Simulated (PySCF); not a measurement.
# Electron correlation in Nb (niobium, neutral)

[Kr] 4d3 5s2, high-spin 4F determinant (an excited configuration). All numbers are calculated (PySCF 2.14, the spin-free X2C one-electron Hamiltonian (Gaussian nucleus), in x2c-TZVPPall with one added diffuse shell each of s, p, d, f type (9s7p7d3f1g, 95 functions)). Frozen: [Ar] 3d10; 13 electrons correlated.

| level | correlation energy (mhartree) |
| --- | --- |
| CCSD | -335.30 |
| (T) | -13.12 |
| CCSD(T) | -348.42 |

Diagnostics: T1 = 0.024, D1 = 0.1078, largest double amplitude 0.055.

Question: Is a single reference adequate?

Answer: Yes, within this model without spin-orbit coupling: T1 lies below 0.03 and no double amplitude reaches 0.07.

This basis was not built for core-valence correlation, so the inner-shell part is incomplete.
